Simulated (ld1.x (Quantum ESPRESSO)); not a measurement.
What one change does to a pseudopotential (Mn, PAW)

Mn (Z = 25), PAW, made with ld1.x (Quantum ESPRESSO) 7.5 (PBEsol, scalar-relativistic). Core [Ar], reference 3d5 4s1.5 4p0 (charge +0.5). Waves: 4s (bound): rcut 2.00, rcutus 2.30 bohr; 4s channel at 0.2 Ry: rcut 2.00, rcutus 2.30 bohr; 4p (bound, empty): rcut 3.10, rcutus 3.35 bohr; 4p channel at 1.65 Ry: rcut 3.10, rcutus 3.35 bohr; 3d (bound): rcut 1.20, rcutus 1.55 bohr; 3d channel at 4.45 Ry: rcut 1.20, rcutus 1.55 bohr. Local part: all-electron potential smoothed inside 3.00 bohr (lloc = -1). Core correction: Bessel-smoothed model core inside 0.85 bohr. Augmentation charge: PSQ, inside the norm-conserving radii.

Change: waves 3d (bound): rcut 1.20, rcutus 2.36 bohr; 3d channel at 4.45 Ry: rcut 1.20, rcutus 2.36 bohr.

Cutoffs: the cutoffs (Ry, on a coarse ladder) from which the occupation-weighted sum of valence levels, in a spherical-Bessel basis at the reference potential, stays within 10 and 1 mRy of its value at 400 Ry; they do not see the model core or the augmentation charge, which bear on the density cutoff. Errors are all-electron minus pseudo energies relative to the spin-unpolarised reference configuration.

Q: How do hardness, ghosts and transferability respond?

A: The potential gets softer (45 Ry and 70 Ry → 18 Ry and 30 Ry); the number of tests with a reliable result goes from 7 to 6 (the test run of the changed file stopped, so its transferability is not established); the errors of the 6 common tests hardly move; neither file shows a bound ghost. A larger radius leaves more room for a smooth pseudo-wave, so fewer plane waves are needed.

| quantity | base | changed |
| --- | --- | --- |
| cutoff, loose | 45 Ry | 18 Ry |
| cutoff, tight | 70 Ry | 30 Ry |
| loose cutoff by channel (10 mRy a level) | s 6 Ry, d 40 Ry | s 6 Ry, d 15 Ry |
| bound ghosts | none | none |
| tests with a reliable result | 7 of 7 | 6 of 7 (the test run stopped) |
| error for 3d5 4s2 4p0, meV [ΔE -3.37 eV] | -0.3 | -0.3 |
| error for 3d5 4s1 4p0, meV [ΔE 5.06 eV] | -1.4 | -1.5 |
| error for 3d5 4s0 4p0, meV [ΔE 20.57 eV] | -17 | -18 |
| error for 3d4 4s0 4p0, meV [ΔE 53.05 eV] | -397 | -369 |
| error for 3d5 4s0 4p2, meV [ΔE 4.59 eV] | -1.0 | -1.1 |
| error for 3d6 4s0 4p0, meV [ΔE 3.40 eV] | -128 | -117 |
| s: phases at 3.67 bohr within 0.05 rad from the reference energy up to (Ry; the scan ends near 5) | 3.3 | 3.3 |
| p: phases at 3.67 bohr within 0.05 rad from the reference energy up to (Ry; the scan ends near 5) | 4.2 | 4.2 |
| d: phases at 3.67 bohr within 0.05 rad from the reference energy up to (Ry; the scan ends near 5) | 0.1 | 0.2 |
| lowest overlap eigenvalue by channel | s 0.41, p 0.63, d 0.95 | s 0.41, p 0.63, d 0.86 |
